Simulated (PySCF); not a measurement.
C3H6Cl (SMILES CC[CH-]Cl), charge -1, singlet, at a GFN2-xTB geometry; MP2/aug-pcseg-1 (PySCF).

PySCF was given this input:
```python
from pyscf import gto, scf, mp

mol = gto.Mole()
mol.atom = '''
    C     0.87874214   -0.57746196    0.01178248
    C     2.36128716   -0.21090347    0.01892378
    C     0.05260727    0.70987802    0.08469850
    H     0.66331677   -1.19415500    0.89661526
    H     0.68416168   -1.22068093   -0.87379508
    H     2.99566787   -1.10167485    0.03968092
    Cl   -1.73162036    0.11908892    0.00897987
    H     2.61173789    0.36877995   -0.87023935
    H     2.58650261    0.40082008    0.89158272
    H     0.14033970    1.19332350   -0.92893097
'''
mol.basis = 'aug-pcseg-1'
mol.charge = -1
mol.verbose = 4
mol.build()

mf = scf.RHF(mol)
mf.kernel()

pt = mp.MP2(mf, frozen=8)
pt.kernel()
print('E(MP2) = %.10f' % pt.e_tot)
```

Write the output that PySCF gives for this input, abridged.


```
PySCF version 2.14.0

[INPUT] verbose = 4
[INPUT] num. atoms = 10
[INPUT] num. electrons = 42
[INPUT] charge = -1
[INPUT] spin (= nelec alpha-beta = 2S) = 0
[INPUT] symmetry False subgroup None
[INPUT] Mole.unit = angstrom
[INPUT] Symbol           X                Y                Z      unit          X                Y                Z       unit  Magmom
[INPUT]  1 C      0.878742140000  -0.577461960000   0.011782480000 AA    1.660581978714  -1.091244951755   0.022265660268 Bohr   0.0
[INPUT]  2 C      2.361287160000  -0.210903470000   0.018923780000 AA    4.462186033852  -0.398549797020   0.035760761442 Bohr   0.0
[INPUT]  3 C      0.052607270000   0.709878020000   0.084698500000 AA    0.099413332461   1.341475039649   0.160056968161 Bohr   0.0
[INPUT]  4 H      0.663316770000  -1.194155000000   0.896615260000 AA    1.253487029131  -2.256625900280   1.694357280506 Bohr   0.0
[INPUT]  5 H      0.684161680000  -1.220680930000  -0.873795080000 AA    1.292878200122  -2.306752643179  -1.651233390192 Bohr   0.0
[INPUT]  6 H      2.995667870000  -1.101674850000   0.039680920000 AA    5.660991834459  -2.081863744821   0.074986071171 Bohr   0.0
[INPUT]  7 Cl    -1.731620360000   0.119088920000   0.008979870000 AA   -3.272288232121   0.225045443270   0.016969494934 Bohr   0.0
[INPUT]  8 H      2.611737890000   0.368779950000  -0.870239350000 AA    4.935469321249   0.696893105731  -1.644514034320 Bohr   0.0
[INPUT]  9 H      2.586502610000   0.400820080000   0.891582720000 AA    4.887781553373   0.757440176426   1.684847158195 Bohr   0.0
[INPUT] 10 H      0.140339700000   1.193323500000  -0.928930970000 AA    0.265203597404   2.255054593007  -1.755425121927 Bohr   0.0

nuclear repulsion = 147.052824209566
number of shells = 24
number of NR pGTOs = 221
number of NR cGTOs = 150
basis = aug-pcseg-1
ecp = {}

******** <class 'pyscf.scf.hf.RHF'> ********
method = RHF
initial guess = minao
damping factor = 0
level_shift factor = 0
DIIS = <class 'pyscf.scf.diis.CDIIS'>
diis_start_cycle = 1
diis_space = 8
diis_damp = 0
SCF conv_tol = 1e-09
SCF conv_tol_grad = None
SCF max_cycles = 50
direct_scf = True
direct_scf_tol = 1e-13
Set gradient conv threshold to 3.16228e-05
Initial guess from minao.
init E= -576.688460032139
  HOMO = -0.155281146311929  LUMO = 0.0258092517956183  gap/eV = 4.92772
cycle= 1 E= -576.424383318498  delta_E= 0.264  |g|= 0.341  |ddm|= 4.66
  HOMO = -0.0475958069275371  LUMO = 0.117883865790292  gap/eV = 4.50293
cycle= 2 E= -576.467362844428  delta_E= -0.043  |g|= 0.113  |ddm|= 1.09
  HOMO = -0.0819735695374879  LUMO = 0.122896432012108  gap/eV = 5.57480
cycle= 3 E= -576.471842021154  delta_E= -0.00448  |g|= 0.038  |ddm|= 0.568
  HOMO = -0.0802145748024921  LUMO = 0.123077268664041  gap/eV = 5.53185
cycle= 4 E= -576.472658038517  delta_E= -0.000816  |g|= 0.0102  |ddm|= 0.156
  HOMO = -0.0802328018907064  LUMO = 0.122893013110114  gap/eV = 5.52733
cycle= 5 E= -576.47276852717  delta_E= -0.00011  |g|= 0.00473  |ddm|= 0.0733
  HOMO = -0.0800059513024043  LUMO = 0.122865532778367  gap/eV = 5.52041
cycle= 6 E= -576.47280244516  delta_E= -3.39e-05  |g|= 0.00198  |ddm|= 0.0493
  HOMO = -0.0802730923547283  LUMO = 0.122911834180786  gap/eV = 5.52894
cycle= 7 E= -576.472809570904  delta_E= -7.13e-06  |g|= 0.00075  |ddm|= 0.028
  HOMO = -0.0801683443378023  LUMO = 0.122921926482543  gap/eV = 5.52637
cycle= 8 E= -576.472810465908  delta_E= -8.95e-07  |g|= 0.000271  |ddm|= 0.0102
  HOMO = -0.0802196879099419  LUMO = 0.122925020022554  gap/eV = 5.52785
cycle= 9 E= -576.472810550686  delta_E= -8.48e-08  |g|= 0.000106  |ddm|= 0.00275
  HOMO = -0.0801991006884508  LUMO = 0.122926755482027  gap/eV = 5.52734
cycle= 10 E= -576.472810561558  delta_E= -1.09e-08  |g|= 3.8e-05  |ddm|= 0.000748
  HOMO = -0.0802015743005757  LUMO = 0.122926773302235  gap/eV = 5.52740
cycle= 11 E= -576.47281056369  delta_E= -2.13e-09  |g|= 1.19e-05  |ddm|= 0.000479
  HOMO = -0.0802022179734987  LUMO = 0.122926936066126  gap/eV = 5.52743
cycle= 12 E= -576.472810563906  delta_E= -2.16e-10  |g|= 4.75e-06  |ddm|= 0.00018
  HOMO = -0.0802019184570213  LUMO = 0.122926928816245  gap/eV = 5.52742
Extra cycle  E= -576.472810563932  delta_E= -2.57e-11  |g|= 2.49e-06  |ddm|= 5.03e-05
converged SCF energy = -576.472810563932

******** <class 'pyscf.mp.mp2.RMP2'> ********
nocc = 13, nmo = 142
frozen orbitals 8
E(RMP2) = -577.075408448696  E_corr = -0.602597884764394
E(SCS-RMP2) = -577.069561300339  E_corr = -0.596750736407656
E_corr(same-spin) = -0.145807759972635
E_corr(oppo-spin) = -0.456790124791759
E(MP2) = -577.0754084487
```
